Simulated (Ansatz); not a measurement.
Reaction (ligand exchange at a B–C bond): `N#CBF` + `C[SeH]` → `C[Se]BF` + `C#N`

Gas-phase electronic energies from Ansatz, PBE0-D4/def2-TZVP geometries. CCSD(T)/CBS is the MP2 limit (def2-TZVPP, def2-QZVPP) plus CCSD(T) − MP2 in def2-TZVPP, frozen cores. This one scheme is used for every species. Functionals use def2-TZVPP. For Se outer-core shells are correlated without core-valence functions, which leaves a few kJ/mol of doubt a bond. Scalar relativity is left out up to krypton. Each species was taken in one conformer, which may not be the lowest.

`N#CBF`:

```xyz
5

N    -0.225    1.864    0.930
C    -0.118    0.840    0.415
B     0.099   -0.533   -0.256
F    -0.917   -1.100   -0.856
H     1.161   -1.071   -0.233
```

`C[SeH]`:

Cartesian coordinates in Å:
```
C -0.035 -0.324 -0.438
Se -0.108 1.375 0.513
H 0.962 -0.754 -0.377
H -0.266 -0.095 -1.478
H -0.780 -1.013 -0.047
H 0.226 0.812 1.827
```

`C[Se]BF`:

```xyz
8

C     0.849    0.385    0.929
Se   -0.124   -1.222    0.403
B    -1.046   -0.511   -1.126
F    -1.853   -1.300   -1.816
H     0.596    1.193    0.246
H     0.562    0.649    1.944
H     1.916    0.178    0.884
H    -0.901    0.629   -1.463
```

`C#N`:

Z-matrix (Å, degrees):
```
C
N 1 1.146
H 1 1.069 2 180.0
```

Task: Is it downhill or uphill in electronic energy at CCSD(T)/CBS, and by how much? (Estimate.)

Result: Computed: Downhill: ΔE = -38.0 kJ/mol.

Task: What do these levels give: B97M-V, B2PLYP, CAM-B3LYP, HF/def2-SVP, CCSD/def2-TZVPP, HF/CBS(def2)? (Estimate.)

Result: Ansatz gave: B97M-V -31.3, B2PLYP -31.2, CAM-B3LYP -27.0, HF/def2-SVP -15.3, CCSD/def2-TZVPP -32.8, HF/CBS(def2) -16.5 kJ/mol.

Largest T1 diagnostic among the species: 0.015.

The D4 term adds −3.9 kJ/mol with B3LYP and −2.0 kJ/mol with PBE0; it sums over pairs of atoms, weighted by their polarisabilities, and B3LYP, whose exchange is more repulsive, gets the larger term. At CCSD(T), def2-SVP lies +8.2 kJ/mol from the extrapolated value and def2-TZVPP +2.3 kJ/mol. In def2-TZVPP, CCSD(T) changes the Hartree–Fock value by −18.0 kJ/mol (the triples alone add −3.0 kJ/mol) and MP2 by −21.2 kJ/mol.

B3LYP here is the variant with VWN-RPA as its local correlation; programs differ in this.
